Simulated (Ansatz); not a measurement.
Consider the ligand exchange at the Si–C bond: `C=[C]([SiH3])[GaH2]` + `[SH][GeH3]` → `[SiH3][S][GeH3]` + `C=[CH][GaH2]`.

Computed with Ansatz on PBE0-D4/def2-TZVP structures; ΔE is electronic, products minus reactants. CCSD(T)/CBS adds triple-zeta CCSD(T) − MP2 to the extrapolated MP2 energy (def2 sets, frozen cores). DFT in def2-TZVPP. B3LYP here is the variant with VWN-RPA as its local correlation; programs differ in this. HSE06 is defined as in plane-wave codes. For Ga, Ge outer-core shells are correlated without core-valence functions, which leaves a few kJ/mol of doubt a bond. Scalar relativity is left out up to krypton.

| level | ΔE (kJ/mol) | difference from CCSD(T)/CBS |
| --- | --- | --- |
| r2SCAN-D4 | -58.7 | -1.3 |
| r2SCANh-D4 | -59.1 | -1.7 |
| r2SCAN0-D4 | -59.6 | -2.2 |
| HSE06-D4 | -58.0 | -0.6 |
| ωB97X-V | -57.1 | 0.3 |
| PBE-QIDH | -59.0 | -1.6 |
| B3LYP | -56.0 | 1.4 |
| r2SCAN0 | -60.0 | -2.6 |
| BHLYP | -57.5 | -0.1 |
| CAM-B3LYP | -55.0 | 2.4 |
| MP2/def2-SVP | -51.5 | 5.9 |
| CCSD(T)/def2-SVP | -49.6 | 7.8 |
| HF/def2-QZVPP | -58.7 | -1.3 |
| MP2/def2-QZVPP | -58.8 | -1.4 |
| HF/CBS(def2) | -58.7 | -1.3 |
| MP2/CBS(def2) | -60.2 | -2.8 |
| CCSD(T)/CBS | -57.4 | 0 |

Largest T1 diagnostic among the species: 0.013.

Leaving LDA and LC-ωPBE aside and taking each functional with its dispersion term where it has one, the values, not all of them listed here, spread over 6.6 kJ/mol, from r2SCAN0-D4 to BLYP-D4. LDA lies +3.4 kJ/mol from PBE without D4. From BLYP to BHLYP (50 % exact exchange), in def2-TZVPP and without D4, ΔE moves by −3.0 kJ/mol. At CCSD(T), def2-SVP lies +7.8 kJ/mol from the extrapolated value and def2-TZVPP +2.9 kJ/mol.

CCSD(T)/CBS has its own doubt, a few kJ/mol and more with outer-core shells, so smaller differences from it don't rank the levels.
